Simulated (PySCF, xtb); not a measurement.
C4H7FO, SMILES C1[C@H](F)[C@@H]1OC. The values are those of a single conformer.

Harmonic wavenumbers (cm⁻¹) from GFN2-xTB (xtb) at its own minimum, in rising order: 90, 154, 183, 291, 377, 466, 590, 809, 860, 869, 1010, 1033, 1055, 1061, 1069, 1130, 1132, 1135, 1181, 1245, 1297, 1366, 1402, 1443, 1466, 1485, 2910, 2932, 2935, 3036, 3037, 3096, 3120.

Question: What does PBE-D3(BJ)/def2-SVP (PySCF) give at its own minimum? (The exact figures need the calculation; the answer reports its results.)

Answer: 104, 162, 205, 289, 365, 479, 623, 735, 783, 857, 953, 1021, 1022, 1066, 1072, 1123, 1139, 1148, 1188, 1235, 1319, 1333, 1403, 1410, 1427, 1452, 2902, 2965, 2990, 3063, 3069, 3074, 3167. Paired by order, the mean absolute difference is 24 cm⁻¹ and the zero-point energies are 64.7 and 64.5 kcal/mol.
